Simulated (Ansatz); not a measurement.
`OC([SiH3])S` at its PBE0-D4/def2-TZVP geometry, where that method's forces vanish. Charge 0, multiplicity 1.

```csv
atom,x (Å),y (Å),z (Å)
O1,-0.2768,-1.6050,0.3862
C2,-0.2724,-0.1883,0.4732
Si3,0.8247,0.6161,-0.8608
S4,-1.9350,0.4425,0.2427
H5,0.6343,-1.9131,0.4389
H6,0.0703,0.1404,1.4623
H7,1.1148,2.0307,-0.5168
H8,0.1625,0.5260,-2.1855
H9,2.0982,-0.1567,-0.8915
H10,-2.4208,0.1074,1.4514
```

Problem. For each bond, give half the difference of the two atoms' forces along it (eV/Å; positive pushes the atoms apart) under PBE-D4, r2SCAN-D4, B3LYP-D4, ωB97M-V in def2-TZVPP. (An estimate is asked.)

Solution. Computed: 
```csv
bond,length (Å),PBE-D4,r2SCAN-D4,B3LYP-D4,ωB97M-V
O1–C2,1.419,0.34,0.34,0.34,0.30
O1–H5,0.963,0.39,0.01,-0.06,-0.11
C2–Si3,1.905,-0.04,-0.07,0.00,-0.04
C2–S4,1.793,0.14,0.11,0.21,0.08
C2–H6,1.097,0.06,-0.08,-0.17,-0.16
Si3–H7,1.485,0.06,-0.03,-0.07,-0.09
Si3–H8,1.484,0.07,-0.03,-0.07,-0.10
Si3–H9,1.490,0.09,-0.02,-0.10,-0.12
S4–H10,1.345,0.27,0.01,-0.06,-0.12
```

B3LYP here is the variant with VWN-RPA as its local correlation; programs differ in this.
